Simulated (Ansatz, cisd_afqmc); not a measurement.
Species: AlOH3, charge 0, singlet. AlOH3 (SMILES [AlH2][OH]).
B3LYP-D3(BJ)/def2-TZVP minimum from Ansatz (an electronic-structure program):
```
Al
O 1 1.6999
H 2 0.9582 1 124.13
H 1 1.5709 2 115.84 3 -180.00
H 1 1.5788 4 124.38 2 -180.00
```

Total energies in cc-pV(D+d)Z, 12 correlated electrons, 6 frozen orbitals. Radicals and triplets start from unrestricted determinants; spin-orbit coupling is neglected. Correlated methods leave the cores frozen. No relativity. AFQMC/CISD: phaseless, guided by CISD from CCSD amplitudes; bars are statistical, one sigma. Outlying blocks are dropped, and bars are widened where a walk drifts. Over all cases where full CI ran beside it in this data, AFQMC minus full CI had a median of +0.1 mEh and passed +0.4 mEh in a tenth of the cases.

| method | program | energy (Eh) | minus CCSDTQ (mEh) |
|---|---|---|---|
| HF | Ansatz | -318.57275 | 288.46 |
| MP2 | Ansatz | -318.83410 | 27.10 |
| CCSD | Ansatz | -318.85501 | 6.19 |
| CCSD(T) | Ansatz | -318.86012 | 1.08 |
| CCSDT(Q) | Ansatz | -318.86127 | -0.07 |
| CCSDTQ | Ansatz | -318.86121 | 0.00 |
| AFQMC/CISD | cisd_afqmc | -318.8614 ± 0.0004 | -0.2 ± 0.4 |

Rough core times of Ansatz's runs on a shared machine: CCSD(T) under 20 s, CCSDT(Q) 20 s, CCSDTQ 20 min.
